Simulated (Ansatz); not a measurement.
One change: `[CH3][GeH2][Se]C` becomes `[CH3][GeH2][SeH]`.

Ansatz, PBE0-D4/def2-TZVP geometries, multiplicity 1. Each molecule was computed in one conformer, which needn't be the lowest.

Scalar relativity is left out up to krypton.

```json
{"property": "HOMO–LUMO gap (PBE/def2-TZVPP) / eV", "`[CH3][GeH2][Se]C`": "4.45"}
{"property": "HOMO–LUMO gap (ωB97M-V/def2-TZVPP) / eV", "`[CH3][GeH2][Se]C`": "10.37"}
{"property": "HOMO–LUMO gap (B3LYP/def2-TZVPP) / eV", "`[CH3][GeH2][Se]C`": "5.96"}
{"property": "HOMO energy (PBE0/def2-TZVPP) / eV", "`[CH3][GeH2][Se]C`": "-6.33"}
{"property": "size of the dipole moment (B3LYP/def2-TZVPP) / D", "`[CH3][GeH2][Se]C`": "1.81"}
{"property": "HOMO energy (PBE/def2-TZVPP) / eV", "`[CH3][GeH2][Se]C`": "-5.20"}
```

**Question.** What does the change do to each property? (Best estimate.)

**Answer.** Ansatz gave: 
| property | `[CH3][GeH2][SeH]` | shift |
| --- | --- | --- |
| HOMO–LUMO gap (PBE/def2-TZVPP) / eV | 4.78 | 0.33 |
| HOMO–LUMO gap (ωB97M-V/def2-TZVPP) / eV | 10.80 | 0.43 |
| HOMO–LUMO gap (B3LYP/def2-TZVPP) / eV | 6.30 | 0.34 |
| HOMO energy (PBE0/def2-TZVPP) / eV | -6.80 | -0.47 |
| size of the dipole moment (B3LYP/def2-TZVPP) / D | 1.75 | -0.06 |
| HOMO energy (PBE/def2-TZVPP) / eV | -5.65 | -0.45 |

With PBE0 the HOMO falls by 0.47 eV and the LUMO falls by 0.10 eV, so the gap widens by about 0.37 eV. PBE moves the HOMO by -0.45 eV and ωB97M-V by -0.46 eV. The zero-point energy changes by -78.7 kJ/mol with -9 modes. Dipoles are sizes alone; their direction can turn.

B3LYP here is the variant with VWN-RPA as its local correlation; programs differ in this.

Spin–orbit coupling is left out; it splits and shifts lone-pair levels of the heavy atoms by tenths of an eV.
